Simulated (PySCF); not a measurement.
C₈H₉FO.
Bonds: C1–C2 (double), C2–C3, C3–C4 (double), C3–C5, C5–O6, O6–C7, C7–C8, C5–C9 (double), C9–F10, C2–C9. Hydrogens: H11, H12 on C1; H13, H14 on C4; H15, H16 on C7; H17, H18, H19 on C8.

Probes without a nucleus sit at each ring's centroid and 1 Å off its mean plane on both sides; NICS is minus the shielding there, NICSzz its component along the normal. Level: GIAO PBE0/pcSseg-1 (PySCF, non-relativistic, gas phase) on the PBE0-D3(BJ)/def2-SVP geometry, one conformer.

Ring bond lengths (Å), with Mayer bond orders in brackets: C2–C3 1.506 (0.94), C3–C5 1.475 (1.05), C5–C9 1.371 (1.55), C9–C2 1.464 (1.07).

**Question.** Give the NICS values of each ring in ppm.

**Answer.** 
```csv
ring,type,NICS(0),"NICS(1), two faces","NICS(1)zz, two faces",rms pucker (Å),"centre to ring atoms, mean (Å)"
C2–C3–C5–C9,"4-membered carbocycle; formal bonds 1 double, 3 single",-8.4,-3.9 / -3.9,1.0 / 1.0,0.00,1.03
```

**Question.** What do they say, and how far can they be read as aromaticity?

**Answer.** 
- C2–C3–C5–C9: mean NICS(1)zz 1.0 ppm, near zero.

**Question.** And the bond-length index? HOMA = 1 − mean of α(R − Ropt)² over the ring bonds, with Krygowski's 1993 parameters (CC: Ropt 1.388 Å, α 257.7 Å⁻²).

**Answer.** 
- C2–C3–C5–C9: HOMA -0.77 = 1 − EN − GEO, with mean bond length 1.454 Å, EN = α(Ropt − mean)² = 1.113 and GEO = α × variance = 0.654.

**Question.** Give the inner angles of the rings and the Hirshfeld charges of the ring atoms.

**Answer.** 
- C2–C3–C5–C9: C2 86.5° (-0.022 e), C3 88.2° (-0.014 e), C5 91.3° (+0.064 e), C9 94.0° (+0.057 e); sum 360.0° against 360° for a flat convex ring.

**Question.** How do the values depend on the level or the medium?

**Answer.** 
```
                 level  NICS(0), C2–C3–C5–C9  mean NICS(1)zz, C2–C3–C5–C9
    PBE0/pcSseg-1, gas                  -8.4                          1.0
mPW1PW91/pcSseg-1, gas                  -8.4                          1.0
```

The geometry is the same throughout.

The run took 93 s (grids of density and orbitals included) on one thread, Arm Neoverse N1 (aarch64), shared host, and the process peaked at 0.94 GiB of memory. This is the whole shielding run at PBE0/pcSseg-1, SCF included.

Shape of the structure used: `[CH2:1]=[C:2]1[C:3](=[CH2:4])[C:5]([O:6][CH2:7][CH3:8])=[C:9]1[F:10]`: C3–C5–O6–C7 -179°, C5–O6–C7–C8 180°.
